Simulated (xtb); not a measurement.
CSi₂, SMILES C(=[Si])=[Si] (connectivity only; charge and spin as stated), neutral, multiplicity 1. All values are semi-empirical tight-binding results from xtb (GFN2-xTB unless named), good for trends rather than for accurate numbers. The structure is a stationary point at GFN2-xTB.

Optimised geometry:

```xyz
3

Si     0.0000     0.0000    -1.7418
C      0.0000     0.0000     0.0000
Si     0.0000     0.0000     1.7418
```
Charge 0, spin multiplicity 1.

```
Property                                           Result
-----------------------------------------  --------------
point group as xtb finds it                           D∞h
orbital gap                                       2.23 eV
dipole moment                                      0.00 D
zero-point energy                            3.3 kcal/mol
G − E(el) at 298.15 K (modified RRHO)      -12.2 kcal/mol
static polarisability (D4 model)               77.3 bohr³
solvation energy, GFN2-xTB/ALPB(water)       6.6 kcal/mol
solvation energy, GFN2-xTB/ALPB(methanol)    2.8 kcal/mol
```

Computed atomic charges and the Wiberg bond orders between heavy atoms:
charges (e) Si1 0.18, C2 -0.36, Si3 0.18. Bond orders Si1–C2 1.96, Si1–Si3 0.43, C2–Si3 1.96.
